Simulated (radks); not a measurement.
Problem. The aluminium ion Al5+ is in [He] 2s2 2p4. Method: scalar-relativistic Kohn-Sham, PBE, spin-polarised, spherical densities, finite nucleus; Fermi nuclear charge, rms radius of each element as measured or else 0.836 A^(1/3) + 0.57 fm; computed with a radial shooting solver on a logarithmic mesh with Libxc functionals. Open shells are filled with parallel spins first. One electron is removed from 1s, 2p, 2s in turn, with full relaxation. Which removal costs least, and what does each cost?

Solution. 2p 190.03 eV; 2s 225.01 eV; 1s 1702.1 eV. The 2p electron leaves first.
